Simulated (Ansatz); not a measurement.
Frontier orbitals of `F[SiH](F)[SiH](Cl)Cl`.

```xyz
8

F    -1.5612    1.4926    0.8034
Si   -0.8143    0.7850   -0.4080
F    -0.1098    1.9240   -1.2636
Si    0.8257   -0.6621    0.4416
Cl    1.7635   -1.5301   -1.1581
Cl   -0.1349   -2.0944    1.5451
H    -1.8243    0.1169   -1.2566
H     1.8553   -0.0319    1.2962
```

Charge 0, multiplicity 1. All single points use the PBE0-D4/def2-TZVP geometry. It is one conformer, not always the lowest. Basis def2-TZVPP, Ansatz 0.2.0.

| functional | HOMO (eV) | LUMO (eV) |
| --- | --- | --- |
| BLYP | -7.13 | -1.73 |

Task: Give HOMO and LUMO (eV) with LDA (SPW92), PBE, revPBE, r2SCAN, B97M-V, PBE0, B3LYP, r2SCANh, r2SCAN0, HSE06 (plane-wave form), BHLYP, CAM-B3LYP, LC-ωPBE, ωB97X-V, ωB97M-V, HF. (Estimate.)

Result: The calculation gave: 
```csv
functional,HOMO,LUMO
LDA (SPW92),-7.34,-2.19
PBE,-7.24,-1.92
revPBE,-7.19,-1.81
r2SCAN,-7.56,-1.69
B97M-V,-7.64,-1.83
PBE0,-8.53,-1.09
B3LYP,-8.33,-1.25
r2SCANh,-8.03,-1.39
r2SCAN0,-8.73,-0.96
HSE06 (plane-wave form),-8.13,-1.47
BHLYP,-9.73,-0.14
CAM-B3LYP,-9.86,0.00
LC-ωPBE,-11.14,1.11
ωB97X-V,-10.82,1.00
ωB97M-V,-10.57,0.74
HF,-11.56,2.19
```

B3LYP here is the variant with VWN-RPA as its local correlation; programs differ in this. LC-ωPBE has ω = 0.4 bohr⁻¹. Positive LUMOs are unbound and depend on the basis.
